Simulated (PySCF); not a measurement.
# Electron correlation in Sc⁺ (scandium, charge +1)

[Ar] 3d1 4s1, high-spin 3D determinant. Calculation: PySCF 2.14, in def2-SVP (5s3p2d1f, 31 functions); the non-relativistic Hamiltonian (point nucleus). Frozen: [Ar]; 2 electrons correlated.

Total MP2 correlation energy: -1.62 mhartree.

Same-spin part -1.62 and opposite-spin part 0.00 mhartree; SCS-MP2 scales them by 1/3 and 6/5 to -0.54 mhartree.
